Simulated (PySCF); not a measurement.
PySCF input (CCSD(T)/cc-pVDZ):

```python
from pyscf import gto, scf, mp, cc as ccmod

mol = gto.M(
    atom='''
    C    -1.39407427    0.31125933    0.08560637
    S     0.21812812   -0.47731152   -0.16050843
    O     1.25021987    0.54878991    0.20740210
    H    -1.49404191    0.60737804    1.12971549
    H    -2.16499402   -0.41525214   -0.17549729
    H    -1.46832735    1.18698323   -0.55893828
    ''',
    basis='cc-pvdz',
    charge=0,
    spin=1,
    verbose=4,
)

mf = scf.UHF(mol)
mf.conv_tol = 1e-10
mf.max_cycle = 100
mf.kernel()
mo, _, stable, _ = mf.stability(return_status=True)
if not stable:
    mf.kernel(mf.make_rdm1(mo, mf.mo_occ))
mp2 = mp.MP2(mf, frozen=7).run()
cc = ccmod.CCSD(mf, frozen=7)
cc.max_cycle = 100
cc.kernel()
et = cc.ccsd_t()
print(f'E(CCSD(T)) = {cc.e_tot + et:.9f}')
```

Output:

```
PySCF version 2.14.0

[INPUT] verbose = 4
[INPUT] num. atoms = 6
[INPUT] num. electrons = 33
[INPUT] charge = 0
[INPUT] spin (= nelec alpha-beta = 2S) = 1
[INPUT] symmetry False subgroup None
[INPUT] Mole.unit = angstrom
[INPUT] Symbol           X                Y                Z      unit          X                Y                Z       unit  Magmom
[INPUT]  1 C     -1.394074270000   0.311259330000   0.085606370000 AA   -2.634418567603   0.588194887416   0.161772593818 Bohr   0.0
[INPUT]  2 S      0.218128120000  -0.477311520000  -0.160508430000 AA    0.412202406866  -0.901988048900  -0.303316973384 Bohr   0.0
[INPUT]  3 O      1.250219870000   0.548789910000   0.207402100000 AA    2.362573149789   1.037062629825   0.391933166660 Bohr   0.0
[INPUT]  4 H     -1.494041910000   0.607378040000   1.129715490000 AA   -2.823330028522   1.147778149675   2.134852874779 Bohr   0.0
[INPUT]  5 H     -2.164994020000  -0.415252140000  -0.175497290000 AA   -4.091245759121  -0.784712817240  -0.331641813703 Bohr   0.0
[INPUT]  6 H     -1.468327350000   1.186983230000  -0.558938280000 AA   -2.774736552708   2.243073219152  -1.056240269735 Bohr   0.0

nuclear repulsion = 107.056439978189
number of shells = 24
number of NR pGTOs = 114
number of NR cGTOs = 61
basis = cc-pvdz
ecp = {}

******** <class 'pyscf.scf.uhf.UHF'> ********
method = UHF
initial guess = minao
damping factor = 0
level_shift factor = 0
DIIS = <class 'pyscf.scf.diis.CDIIS'>
diis_start_cycle = 1
diis_space = 8
diis_damp = 0
SCF conv_tol = 1e-10
SCF conv_tol_grad = None
SCF max_cycles = 100
direct_scf = True
direct_scf_tol = 1e-13
number electrons alpha = 17  beta = 16
Set gradient conv threshold to 1e-05
init E= -512.264382320903
  alpha nocc = 17  HOMO = -0.188308528821639  LUMO = 0.0975766090296135
  beta  nocc = 16  HOMO = -0.316545991901811  LUMO = -0.188308528821639

WARN: HOMO -0.188308528821639 >= LUMO -0.188308528821639

cycle= 1 E= -511.831297682417  delta_E= 0.433  |g|= 0.465  |ddm|= 1.66
  alpha nocc = 17  HOMO = -0.300583629942925  LUMO = 0.136008280936885
  beta  nocc = 16  HOMO = -0.318963438053276  LUMO = 0.0409623413585241
  HOMO = -0.300583629943  LUMO = 0.0409623413585  gap/eV = 9.29394
cycle= 2 E= -511.883124687191  delta_E= -0.0518  |g|= 0.406  |ddm|= 0.631
  alpha nocc = 17  HOMO = -0.370476173683922  LUMO = 0.165088463465346
  beta  nocc = 16  HOMO = -0.40216190803064  LUMO = 0.0386702363126528
  HOMO = -0.370476173684  LUMO = 0.0386702363127  gap/eV = 11.13344
cycle= 3 E= -511.948901416746  delta_E= -0.0658  |g|= 0.0504  |ddm|= 0.294
  alpha nocc = 17  HOMO = -0.373602002254983  LUMO = 0.17500991286757
  beta  nocc = 16  HOMO = -0.399225594618366  LUMO = 0.0665671526582119
  HOMO = -0.373602002255  LUMO = 0.0665671526582  gap/eV = 11.97761
cycle= 4 E= -511.952592088759  delta_E= -0.00369  |g|= 0.0277  |ddm|= 0.0724
  alpha nocc = 17  HOMO = -0.3793515484636  LUMO = 0.173953165622933
  beta  nocc = 16  HOMO = -0.405511197318641  LUMO = 0.0698769322680963
  HOMO = -0.379351548464  LUMO = 0.0698769322681  gap/eV = 12.22413
cycle= 5 E= -511.954051802909  delta_E= -0.00146  |g|= 0.02  |ddm|= 0.0439
  alpha nocc = 17  HOMO = -0.379543427632178  LUMO = 0.174894445586496
  beta  nocc = 16  HOMO = -0.406378074786114  LUMO = 0.0758932911061674
  HOMO = -0.379543427632  LUMO = 0.0758932911062  gap/eV = 12.39306
cycle= 6 E= -511.955444502483  delta_E= -0.00139  |g|= 0.0158  |ddm|= 0.0518
  alpha nocc = 17  HOMO = -0.377226760995542  LUMO = 0.175224667997112
  beta  nocc = 16  HOMO = -0.409194959761856  LUMO = 0.0850488012399042
  HOMO = -0.377226760996  LUMO = 0.0850488012399  gap/eV = 12.57916
cycle= 7 E= -511.956856398255  delta_E= -0.00141  |g|= 0.00849  |ddm|= 0.0776
  alpha nocc = 17  HOMO = -0.374055802114269  LUMO = 0.176499779640635
  beta  nocc = 16  HOMO = -0.411311208741067  LUMO = 0.0896011917601038
  HOMO = -0.374055802114  LUMO = 0.0896011917601  gap/eV = 12.61675
cycle= 8 E= -511.957343145223  delta_E= -0.000487  |g|= 0.00253  |ddm|= 0.0609
  alpha nocc = 17  HOMO = -0.372537051922831  LUMO = 0.1765179538544
  beta  nocc = 16  HOMO = -0.411248566031683  LUMO = 0.0895556598387222
  HOMO = -0.372537051923  LUMO = 0.0895556598387  gap/eV = 12.57418
cycle= 9 E= -511.957371917268  delta_E= -2.88e-05  |g|= 0.00102  |ddm|= 0.0128
  alpha nocc = 17  HOMO = -0.372494255661646  LUMO = 0.176569697586626
  beta  nocc = 16  HOMO = -0.411742047149953  LUMO = 0.0902616178550066
  HOMO = -0.372494255662  LUMO = 0.090261617855  gap/eV = 12.59223
cycle= 10 E= -511.957375706827  delta_E= -3.79e-06  |g|= 0.000446  |ddm|= 0.00523
  alpha nocc = 17  HOMO = -0.372369309459172  LUMO = 0.176568005195356
  beta  nocc = 16  HOMO = -0.411781777227634  LUMO = 0.0902170412284917
  HOMO = -0.372369309459  LUMO = 0.0902170412285  gap/eV = 12.58762
cycle= 11 E= -511.957376150237  delta_E= -4.43e-07  |g|= 0.000185  |ddm|= 0.00132
  alpha nocc = 17  HOMO = -0.372386047603918  LUMO = 0.176565217075146
  beta  nocc = 16  HOMO = -0.411825624652844  LUMO = 0.0902644256985194
  HOMO = -0.372386047604  LUMO = 0.0902644256985  gap/eV = 12.58936
cycle= 12 E= -511.957376233026  delta_E= -8.28e-08  |g|= 9.23e-05  |ddm|= 0.000579
  alpha nocc = 17  HOMO = -0.372359978090033  LUMO = 0.176572476213794
  beta  nocc = 16  HOMO = -0.411832931396718  LUMO = 0.0902918609967496
  HOMO = -0.37235997809  LUMO = 0.0902918609967  gap/eV = 12.58940
cycle= 13 E= -511.957376254124  delta_E= -2.11e-08  |g|= 4.89e-05  |ddm|= 0.000379
  alpha nocc = 17  HOMO = -0.37237344419044  LUMO = 0.176570533108566
  beta  nocc = 16  HOMO = -0.411825133949927  LUMO = 0.090251682488387
  HOMO = -0.37237344419  LUMO = 0.0902516824884  gap/eV = 12.58867
cycle= 14 E= -511.95737625928  delta_E= -5.16e-09  |g|= 2.95e-05  |ddm|= 0.00025
  alpha nocc = 17  HOMO = -0.372369318852376  LUMO = 0.176570680895284
  beta  nocc = 16  HOMO = -0.411827198817262  LUMO = 0.0902700143458315
  HOMO = -0.372369318852  LUMO = 0.0902700143458  gap/eV = 12.58906
cycle= 15 E= -511.957376261572  delta_E= -2.29e-09  |g|= 1.15e-05  |ddm|= 0.000108
  alpha nocc = 17  HOMO = -0.372369648124077  LUMO = 0.176570482814384
  beta  nocc = 16  HOMO = -0.411828107770611  LUMO = 0.090274430281061
  HOMO = -0.372369648124  LUMO = 0.0902744302811  gap/eV = 12.58919
cycle= 16 E= -511.957376261979  delta_E= -4.06e-10  |g|= 4.56e-06  |ddm|= 5.05e-05
  alpha nocc = 17  HOMO = -0.372368968975511  LUMO = 0.176570287643472
  beta  nocc = 16  HOMO = -0.411828855712698  LUMO = 0.0902760237626579
  HOMO = -0.372368968976  LUMO = 0.0902760237627  gap/eV = 12.58921
cycle= 17 E= -511.957376262037  delta_E= -5.82e-11  |g|= 1.83e-06  |ddm|= 1.88e-05
  alpha nocc = 17  HOMO = -0.372368784614967  LUMO = 0.176570421622058
  beta  nocc = 16  HOMO = -0.411828904109939  LUMO = 0.0902759269866338
  HOMO = -0.372368784615  LUMO = 0.0902759269866  gap/eV = 12.58920
Extra cycle  E= -511.957376262041  delta_E= -4.32e-12  |g|= 1.19e-06  |ddm|= 2.88e-06
converged SCF energy = -511.957376262041  <S^2> = 0.77063105  2S+1 = 2.0205257
uhf_internal: lowest eigs of H = [0.12072881 0.19260227 0.3006164 ]
<class 'pyscf.scf.uhf.UHF'> wavefunction is stable in the internal stability analysis

******** <class 'pyscf.mp.ump2.UMP2'> ********
nocc = (np.int64(10), np.int64(9)), nmo = (54, 54)
frozen orbitals 7
E(UMP2) = -512.398923493504  E_corr = -0.44154723146311
E(SCS-UMP2) = -512.38977981907  E_corr = -0.432403557028959
E_corr(same-spin) = -0.112445908530892
E_corr(oppo-spin) = -0.329101322932219

******** <class 'pyscf.cc.uccsd.UCCSD'> ********
CC2 = 0
CCSD nocc = (np.int64(10), np.int64(9)), nmo = (54, 54)
frozen orbitals 7
max_cycle = 100
direct = 0
conv_tol = 1e-07
conv_tol_normt = 1e-06
diis_space = 6
diis_start_cycle = 0
diis_start_energy_diff = 1e+09
Init t2, MP2 energy = -0.441547237266933
Init E_corr(UCCSD) = -0.441547237268335
cycle = 1  E_corr(UCCSD) = -0.45852832647491  dE = -0.0169810892  norm(t1,t2) = 0.0966203
cycle = 2  E_corr(UCCSD) = -0.472489012255645  dE = -0.0139606858  norm(t1,t2) = 0.0334923
cycle = 3  E_corr(UCCSD) = -0.474305515666424  dE = -0.00181650341  norm(t1,t2) = 0.0235663
cycle = 4  E_corr(UCCSD) = -0.47833711901061  dE = -0.00403160334  norm(t1,t2) = 0.014688
cycle = 5  E_corr(UCCSD) = -0.478182526704258  dE = 0.000154592306  norm(t1,t2) = 0.00596609
cycle = 6  E_corr(UCCSD) = -0.477994626081133  dE = 0.000187900623  norm(t1,t2) = 0.00210941
cycle = 7  E_corr(UCCSD) = -0.478054380588863  dE = -5.97545077e-05  norm(t1,t2) = 0.000522742
cycle = 8  E_corr(UCCSD) = -0.478058161589934  dE = -3.78100107e-06  norm(t1,t2) = 0.000192522
cycle = 9  E_corr(UCCSD) = -0.478058638448876  dE = -4.76858942e-07  norm(t1,t2) = 9.13194e-05
cycle = 10  E_corr(UCCSD) = -0.478057803422128  dE = 8.35026748e-07  norm(t1,t2) = 3.65049e-05
cycle = 11  E_corr(UCCSD) = -0.478057217717163  dE = 5.85704965e-07  norm(t1,t2) = 1.11936e-05
cycle = 12  E_corr(UCCSD) = -0.47805717134055  dE = 4.63766135e-08  norm(t1,t2) = 5.00604e-06
cycle = 13  E_corr(UCCSD) = -0.478057135683038  dE = 3.56575115e-08  norm(t1,t2) = 1.97802e-06
cycle = 14  E_corr(UCCSD) = -0.478057085135241  dE = 5.05477977e-08  norm(t1,t2) = 1.01374e-06
cycle = 15  E_corr(UCCSD) = -0.478057065307455  dE = 1.98277855e-08  norm(t1,t2) = 4.99301e-07
UCCSD converged
E(UCCSD) = -512.4354333273487  E_corr = -0.4780570653074551
UCCSD(T) correction = -0.0141274135050927
E(CCSD(T)) = -512.449560741
```

It need not be the lowest isomer of its formula.
